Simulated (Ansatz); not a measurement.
(CuI)2 ring (Cu2I2). The state is a singlet with charge 0. Geometry PBE0-D4/def2-SVP.

```xyz
4

Cu   -1.159   -0.166   -0.194
I    -0.288   -0.526    2.169
Cu    1.159    0.166    0.194
I     0.288    0.526   -2.169
```

In the def2 sets I takes a core potential; there is no spin–orbit coupling. HSE06 is defined as in plane-wave codes, on full-range PBE exchange.

(1) Estimate the orbital energies around the gap (eV) in Ansatz with PBE-D4/def2-SVP, PBE-D4/def2-TZVPD, r2SCANh-D4/def2-TZVP, HSE06-D4/def2-TZVP, ωB97M-V/def2-TZVP.

## Answers

(1) 
| orbital | PBE-D4/def2-SVP | PBE-D4/def2-TZVPD | r2SCANh-D4/def2-TZVP | HSE06-D4/def2-TZVP | ωB97M-V/def2-TZVP |
| --- | --- | --- | --- | --- | --- |
| HOMO−13 | -7.89 | -8.25 | -8.96 | -9.24 | -12.12 |
| HOMO−12 | -6.99 | -7.41 | -8.28 | -8.85 | -11.96 |
| HOMO−11 | -6.95 | -7.40 | -8.27 | -8.81 | -11.86 |
| HOMO−10 | -6.95 | -7.24 | -8.16 | -8.78 | -11.86 |
| HOMO−9 | -6.58 | -7.22 | -7.83 | -8.17 | -11.30 |
| HOMO−8 | -5.81 | -6.47 | -7.44 | -8.05 | -11.13 |
| HOMO−7 | -5.77 | -6.47 | -7.37 | -8.00 | -11.03 |
| HOMO−6 | -5.72 | -6.40 | -7.25 | -7.92 | -11.01 |
| HOMO−5 | -5.60 | -6.30 | -7.21 | -7.88 | -10.97 |
| HOMO−4 | -5.55 | -6.25 | -7.15 | -7.72 | -10.21 |
| HOMO−3 | -5.44 | -6.17 | -7.14 | -7.30 | -9.88 |
| HOMO−2 | -5.23 | -5.77 | -6.49 | -6.75 | -9.39 |
| HOMO−1 | -5.19 | -5.75 | -6.44 | -6.73 | -9.24 |
| HOMO | -5.07 | -5.66 | -6.37 | -6.71 | -9.23 |
| LUMO | -2.32 | -2.73 | -2.06 | -2.15 | -0.25 |
| LUMO+1 | -2.24 | -2.62 | -1.97 | -2.00 | 0.00 |
| LUMO+2 | 0.43 | -1.05 | 0.46 | 0.40 | 2.46 |
| LUMO+3 | 0.50 | -0.46 | 0.51 | 0.42 | 2.69 |
| LUMO+4 | 1.27 | -0.20 | 1.25 | 1.12 | 2.97 |
| LUMO+5 | 1.87 | -0.16 | 2.25 | 1.93 | 3.32 |
